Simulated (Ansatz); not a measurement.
`[GeH3][TeH]` + `NBS` → `NB[S][GeH3]` + H₂Te  (ligand exchange at a Ge–Te bond)

Calculated with Ansatz (gas phase, PBE0-D4/def2-TZVP geometries, no zero-point term in ΔE). CBS: MP2 limit from def2 TZ/QZ plus the TZ coupled-cluster correction, frozen cores. Functionals use def2-TZVPP. Elements past krypton have def2 core potentials. For Ge, Te outer-core shells are correlated without core-valence functions, which leaves a few kJ/mol of doubt a bond. Scalar relativity is left out up to krypton. One conformer a species, not always the lowest.

| level | ΔE (kcal/mol) |
| --- | --- |
| LDA (SPW92) | 4.7 |
| BLYP-D4 | 4.7 |

What does CCSD(T)/CBS give? (Estimate.)

Ansatz gave: +4.9 kcal/mol. The listed levels differ from it by -0.2, -0.2 kcal/mol.

What do rigid-rotor, harmonic-oscillator terms from PBE0-D4/def2-TZVP frequencies (298.15 K, 1 bar) make of the CCSD(T)/CBS value? (An estimate is asked.)

Ansatz gave: ΔZPE = -1.2 kcal/mol, ΔH = +4.0 kcal/mol, ΔS = -8 J/(mol·K), ΔG = +4.5 kcal/mol.

Largest T1 diagnostic among the species: 0.012.

Leaving LDA and LC-ωPBE aside and taking each functional with its dispersion term where it has one, the values, not all of them listed here, spread over 2.8 kcal/mol, from B97M-V to HSE06-D4. In def2-TZVPP, CCSD(T) changes the Hartree–Fock value by −1.4 kcal/mol (the triples alone add −0.3 kcal/mol) and MP2 by −0.8 kcal/mol.
